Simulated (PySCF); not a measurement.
## Correlation energy of Fe⁺ (iron, charge +1)

[Ar] 3d6 4s1, high-spin 6D determinant. All numbers are calculated (PySCF 2.14, the spin-free X2C one-electron Hamiltonian (Gaussian nucleus), in cc-pVTZ-DK (7s6p4d2f1g, 68 functions)). Frozen: [Ar]; 7 electrons correlated.

MP2 pair energies summed by pair of shells (mhartree):

| pair | energy | share (%) |
| --- | --- | --- |
| 3d-3d | -127.05 | 87.6 |
| 3d-4s | -18.02 | 12.4 |

Total MP2 correlation energy: -145.07 mhartree.

Same-spin part -86.72 and opposite-spin part -58.35 mhartree; SCS-MP2 scales them by 1/3 and 6/5 to -98.92 mhartree.
